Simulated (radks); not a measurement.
Neutral rhodium inside a hard spherical wall (all orbitals vanish at R), configuration held at [Kr] 4d8 5s1 and not refilled when levels cross. All-electron calculation, scalar-relativistic Kohn-Sham, PBEsol, spin-polarised, spherical densities, finite nucleus; open shells are filled with parallel spins first (spin-orbit coupling, left out, can overturn this in heavy ions); Fermi nuclear charge, rms radius 4.4945 fm. Program: a radial shooting solver on a logarithmic mesh with Libxc functionals. Eigenvalues in eV for spin up, with the zero of energy where the potential of the charges vanishes at infinity; a dash marks a level that is unbound or too diffuse for the functional's potential to be trusted. A positive occupied level is held by the wall or, in an anion where self-interaction has pushed it up, behind a barrier. The pressure on the wall is -dE/dV.

| R (bohr) | E (hartree) | kinetic (hartree) | e(4s) | e(4p) | e(4d) | e(5s) | e(5p, empty) | e(6s, empty) | pressure (GPa) |
|---|---|---|---|---|---|---|---|---|---|
| free | -4781.68130 | 4951.605 | -82.879 | -50.867 | -6.511 | -4.809 | -1.075 | - | 0 |
| 20 | -4781.68130 | 4951.605 | -82.879 | -50.867 | -6.511 | -4.809 | -1.074 | - | < 0.0001 |
| 8 | -4781.67871 | 4951.626 | -82.735 | -50.723 | -6.376 | -4.663 | -0.505 | 4.545 | 0.108 |
| 7 | -4781.67312 | 4951.663 | -82.525 | -50.514 | -6.184 | -4.431 | 0.034 | 7.317 | 0.452 |
| 6 | -4781.65487 | 4951.768 | -82.014 | -50.010 | -5.725 | -3.826 | 1.185 | 12.394 | 2.05 |
| 5 | -4781.59093 | 4952.088 | -80.737 | -48.763 | -4.588 | -2.161 | 3.869 | 22.587 | 10.8 |
| 3.5 | -4780.96430 | 4954.712 | -73.913 | -42.223 | 1.758 | 9.072 | 19.194 | 69.463 | 210 |
| 1.5 | -4738.89966 | 5093.275 | 34.994 | 73.695 | 137.04 | 343.08 | 378.45 | 818.32 | 127000 |
